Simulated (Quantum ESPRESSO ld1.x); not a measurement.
Task: B III, configuration [He] 2s1. All-electron calculation, scalar-relativistic Kohn-Sham, LDA (Slater exchange, Perdew-Zunger correlation), spin-polarised, spherical densities, point nucleus; open shells are filled with parallel spins first. Program: ld1.x of Quantum ESPRESSO 7.5. Some entries of the table are withheld. Estimate them.

| orbital | occ. | eigenvalue (eV) | r(max) (bohr) | <r> (bohr) |
|---|---|---|---|---|
| 1s up | 1 | -209.313 | 0.211 | 0.3308 |
| 1s down | 1 | -208.535 | 0.211 | 0.3303 |
| 2s up | 1 | -32.3674 | 1.36 | 1.629 |
| 2s down | 0 | -28.4588 | 1.38 | 1.681 |
| 2p up | 0 | -26.4844 | (1) | 1.570 |
| 2p down | 0 | -22.8640 | (2) | 1.625 |
| 3s up | 0 | (3) | 3.83 | 4.135 |
| 3s down | 0 | (4) | 4.08 | 4.375 |
| 3d up | 0 | -8.3343 | 3.06 | 3.710 |
| 3d down | 0 | -7.3200 | 3.62 | 4.273 |

Result: 
(1) 2p up r(max) (bohr): 1.25
(2) 2p down r(max) (bohr): 1.23
(3) 3s up eigenvalue (eV): -10.4242
(4) 3s down eigenvalue (eV): -9.7223
